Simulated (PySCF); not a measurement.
Species: C₄H₉F₃Si₂.
SMILES with atom numbers: `[F:1][C:2]([F:3])([F:4])[CH2:5][CH:6]1[SiH2:7][CH2:8][SiH2:9]1`

Probes without a nucleus sit at each ring's centroid and 1 Å off its mean plane on both sides; NICS is minus the shielding there, NICSzz its component along the normal. Level: GIAO B97-2/pcSseg-1 (PySCF, non-relativistic, gas phase) on the PBE0-D3(BJ)/def2-SVP geometry, one conformer.

Ring bond lengths (Å): C6–Si7 1.911, Si7–C8 1.898, C8–Si9 1.904, Si9–C6 1.915.

What do the NICS probes read (ppm)?

| ring | type | NICS(0) | NICS(1), two faces | NICS(1)zz, two faces | rms pucker (Å) | centre to ring atoms, mean (Å) |
| --- | --- | --- | --- | --- | --- | --- |
| C6–Si7–C8–Si9 | 4-membered ring with 2 Si; formal bonds all single | -4.1 | -2.5 / -2.8 | 2.0 / 3.5 | 0.15 | 1.34 |

What do they say, and how far can they be read as aromaticity?

- C6–Si7–C8–Si9: mean NICS(1)zz 2.7 ppm, near zero. C6, Si7, C8, Si9 have four or more neighbours, and the NICS criterion for π rings isn't applied.

List the ring angles.

- C6–Si7–C8–Si9: C6 86.4°, Si7 90.4°, C8 87.1°, Si9 90.1°; sum 354.0° against 360° for a flat convex ring.

What are the shieldings of the ring atoms and their hydrogens in the same run (means over atoms taken as equivalent)?

```json
{"atoms": "C6", "environment": "sp3 carbon bound to silicon", "σ isotropic (ppm)": "178.1"}
{"atoms": "Si7 (×2)", "environment": "SiH2 silicon", "σ isotropic (ppm)": "383.6"}
{"atoms": "C8", "environment": "sp3 carbon bound to silicon", "σ isotropic (ppm)": "193.1"}
{"atoms": "H on C6", "environment": "methine hydrogen", "σ isotropic (ppm)": "30.33"}
{"atoms": "H on Si7 (×2)", "environment": "Si–H hydrogen", "σ isotropic (ppm)": "26.45"}
{"atoms": "H on Si7 (×2)", "environment": "Si–H hydrogen", "σ isotropic (ppm)": "26.81"}
{"atoms": "H on C8", "environment": "methylene hydrogen", "σ isotropic (ppm)": "31.08"}
{"atoms": "H on C8", "environment": "methylene hydrogen", "σ isotropic (ppm)": "30.99"}
```

How do the values depend on the level or the medium?

```csv
level,"NICS(0), C6–Si7–C8–Si9","mean NICS(1)zz, C6–Si7–C8–Si9"
"B97-2/pcSseg-1, gas",-4.1,2.7
"PBE0/pcSseg-1, gas",-4.1,2.8
```

The geometry is the same throughout.

The values belong to the conformer `[F:1][C:2]([F:3])([F:4])[CH2:5][CH:6]1[SiH2:7][CH2:8][SiH2:9]1`: F1–C2–C5–C6 62°, C2–C5–C6–Si7 176°.
